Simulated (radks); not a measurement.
I+, configuration [Kr] 4d10 5s2 5p4. Calculated with a radial shooting solver on a logarithmic mesh with Libxc functionals: scalar-relativistic Kohn-Sham, PBEsol, spin-unpolarised, spherical densities, point nucleus.

Normalised radial functions P(r) = r R(r), r in bohr:

```
   r/bohr * 3p, o 3d, + 5p (the largest magnitude, 1.97, reaches the edge; | marks zero, & curves that meet)
 0.001095                             &
 0.001673                             &
 0.002577                             &
 0.003937                             &
 0.006065                             &*
 0.009268                             & *
  0.01428                             o+  *
  0.02181                             o+     *
   0.0336                             |o+        *
  0.05134                             | + o          *
  0.07909                             | +      o    *
   0.1208                             + *              o
   0.1861           *              +  |                        o
   0.2844  *                        + |                        o
   0.4346            *                | +            o
   0.6695                         *   |   o+
    1.023                            +*o
    1.576                    +        &
    2.408                    +        &
    3.709                         +   &
    5.668                            +&
```

3p: eigenvalue -868.62 eV, 1 radial node at r = 0.126 bohr, <r> = 0.312 bohr, 90 % of the charge inside 0.469 bohr. 3d: eigenvalue -615.53 eV, 0 radial nodes, <r> = 0.289 bohr, 90 % of the charge inside 0.453 bohr. 5p: eigenvalue -15.377 eV, 3 radial nodes at r = 0.119, 0.362, 0.958 bohr, <r> = 2.32 bohr, 90 % of the charge inside 3.43 bohr.
